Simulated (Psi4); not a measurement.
beryllium atom (Be), singlet; HSE06/cc-pVDZ in Psi4.

Psi4 was given this input:
```
memory 2 GB

molecule mol {
0 1
  Be    0.000000    0.000000    0.000000
}

set basis cc-pvdz
set reference rks

energy('hse06')
print_variables()
```

It wrote (shortened):

```
   => Loading Basis Set <=

    Name: CC-PVDZ
    Role: ORBITAL
    Keyword: BASIS

         ---------------------------------------------------------
                                   SCF
               by Justin Turney, Rob Parrish, Andy Simmonett
                          and Daniel G. A. Smith
                              RKS Reference
         ---------------------------------------------------------

  ==> Geometry <==

    Molecular point group: d2h
    Geometry (in Angstrom), charge = 0, multiplicity = 1:

       Center              X                  Y                   Z               Mass
    ------------   -----------------  -----------------  -----------------  -----------------
         BE           0.000000000000     0.000000000000     0.000000000000     9.012183065000

  Running in d2h symmetry.

  Rotational constants: A = ************  B = ************  C = ************ [cm^-1]
  Rotational constants: A = ************  B = ************  C = ************ [MHz]
  Nuclear repulsion =    0.000000000000000

  Charge       = 0
  Multiplicity = 1
  Electrons    = 4
  Nalpha       = 2
  Nbeta        = 2

  ==> Algorithm <==

  SCF Algorithm Type is DF.
  DIIS enabled.
  MOM disabled.
  Fractional occupation disabled.
  Guess Type is CORE.
  Energy threshold   = 1.00e-06
  Density threshold  = 1.00e-06
  Integral threshold = 1.00e-12

  ==> Primary Basis <==

  Basis Set: CC-PVDZ
    Blend: CC-PVDZ
    Number of shells: 6
    Number of basis functions: 14
    Number of Cartesian functions: 15
    Spherical Harmonics?: true
    Max angular momentum: 2

  ==> DFT Potential <==

   => LibXC <=

    Version 7.1.2
    S. Lehtola, C. Steigemann, M. J. T. Oliveira, and M. A. L. Marques,  SoftwareX 7, 1–5 (2018) (10.1016/j.softx.2017.11.002)

   => Composite Functional: HSE06 <=

    HSE06 Hyb-GGA Exchange-Correlation Functional

    J. Heyd, G. E. Scuseria, and M. Ernzerhof,  J. Chem. Phys. 118, 8207 (2003) (10.1063/1.1564060)
    J. Heyd, G. E. Scuseria, and M. Ernzerhof,  J. Chem. Phys. 124, 219906 (2006) (10.1063/1.2204597)
    A. V. Krukau, O. A. Vydrov, A. F. Izmaylov, and G. E. Scuseria,  J. Chem. Phys. 125, 224106 (2006) (10.1063/1.2404663)

    Deriv               =              1
    GGA                 =           TRUE
    Meta                =          FALSE

    Exchange Hybrid     =           TRUE
    MP2 Hybrid          =          FALSE

   => Exchange Functionals <=

    1.0000   short-range part of the PBE (default w=0 gives PBEh) [omega = 0.1100]
    -0.2500   short-range part of the PBE (default w=0 gives PBEh) [omega = 0.1100]

   => Exact (HF) Exchange <=

    -0.2500            HF,LR [omega = 0.1100]
    0.2500               HF

   => Correlation Functionals <=

    1.0000   Perdew, Burke & Ernzerhof

   => LibXC Density Thresholds  <==

    XC_HYB_GGA_XC_HSE06:  1.00E-15

   => Molecular Quadrature <=

    Radial Scheme          =       TREUTLER
    Pruning Scheme         =           NONE
    Nuclear Scheme         =       TREUTLER

    Blocking Scheme        =         OCTREE
    BS radius alpha        =              1
    Pruning alpha          =              1
    Radial Points          =             75
    Spherical Points       =            302
    Total Points           =          21140
    Total Blocks           =            227
    Max Points             =            256
    Max Functions          =             14
    Weights Tolerance      =       1.00E-15

   => Loading Basis Set <=

    Name: (CC-PVDZ AUX)
    Role: JKFIT
    Keyword: DF_BASIS_SCF

  ==> Integral Setup <==

  SCF_SUBTYPE=INCORE selected. In-core MEM_DF algorithm will be used.
  Using in-core AOs.

  ==> MemDFJK: Density-Fitted J/K Matrices <==

    J tasked:                   Yes
    K tasked:                   Yes
    wK tasked:                  Yes
    Omega:                1.100E-01
    Algorithm:                 Core
    Schwarz Cutoff:           1E-12
    Mask sparsity (%):       0.0000
    Fitting Condition:        1E-10

   => Auxiliary Basis Set <=

  Basis Set: (CC-PVDZ AUX)
    Blend: DEF2-UNIVERSAL-JKFIT
    Number of shells: 17
    Number of basis functions: 51
    Number of Cartesian functions: 60
    Spherical Harmonics?: true
    Max angular momentum: 3

  Minimum eigenvalue in the overlap matrix is 3.8744068219E-02.
  Reciprocal condition number of the overlap matrix is 1.9754726997E-02.
    Using symmetric orthogonalization.

  ==> Pre-Iterations <==

  SCF Guess: Core (One-Electron) Hamiltonian.

   -------------------------------------------------------
    Irrep   Nso     Nmo     Nalpha   Nbeta   Ndocc  Nsocc
   -------------------------------------------------------
     Ag         5       5       2       2       2       0
     B1g        1       1       0       0       0       0
     B2g        1       1       0       0       0       0
     B3g        1       1       0       0       0       0
     Au         0       0       0       0       0       0
     B1u        2       2       0       0       0       0
     B2u        2       2       0       0       0       0
     B3u        2       2       0       0       0       0
   -------------------------------------------------------
    Total      14      14       2       2       2       0
   -------------------------------------------------------

  ==> Iterations <==

                           Total Energy        Delta E     RMS |[F,P]|

   @DF-RKS iter   1:   -14.48040179390884   -1.44804e+01   3.63011e-02 ADIIS/DIIS
   @DF-RKS iter   2:   -14.63708151993677   -1.56680e-01   2.57709e-03 ADIIS/DIIS
   @DF-RKS iter   3:   -14.63740432943402   -3.22809e-04   6.89685e-05 DIIS
   @DF-RKS iter   4:   -14.63740473554694   -4.06113e-07   4.80948e-06 DIIS
   @DF-RKS iter   5:   -14.63740473758387   -2.03694e-09   5.57727e-09 DIIS
  Energy and wave function converged.

  ==> Post-Iterations <==

   Electrons on quadrature grid:
      Ntotal   =    4.0000000000 ; deviation = -1.528e-13

    Orbital Energies [Eh]
    ---------------------

    Doubly Occupied:

[...]
    Virtual:

[...]
    Final Occupation by Irrep:
             Ag   B1g   B2g   B3g    Au   B1u   B2u   B3u
    DOCC [     2,    0,    0,    0,    0,    0,    0,    0 ]
    NA   [     2,    0,    0,    0,    0,    0,    0,    0 ]
    NB   [     2,    0,    0,    0,    0,    0,    0,    0 ]

  @DF-RKS Final Energy:   -14.63740473758387

   => Energetics <=

    Nuclear Repulsion Energy =              0.0000000000000000
    One-Electron Energy =                 -19.0786170807123057
    Two-Electron Energy =                   6.5680040595952782
    DFT Exchange-Correlation Energy =      -2.1267917164668431
    Empirical Dispersion Energy =           0.0000000000000000
    VV10 Nonlocal Energy =                  0.0000000000000000
    Total Energy =                        -14.6374047375838714

Computation Completed

Properties will be evaluated at   0.000000,   0.000000,   0.000000 [a0]

Properties computed using the SCF density matrix

 Multipole Moments:

 ------------------------------------------------------------------------------------
     Multipole            Electronic (a.u.)      Nuclear  (a.u.)        Total (a.u.)
 ------------------------------------------------------------------------------------

 L = 1.  Multiply by 2.5417464519 to convert [e a0] to [Debye]
 Dipole X            :          0.0000000            0.0000000            0.0000000
 Dipole Y            :          0.0000000            0.0000000            0.0000000
 Dipole Z            :          0.0000000            0.0000000            0.0000000
 Magnitude           :                                                    0.0000000

 ------------------------------------------------------------------------------------

  Variable Map:
  ----------------------------------------------------------------------------
[...]
  Array Variable Map:
  ----------------------------------------------------------------------------
[...]
[...]
```
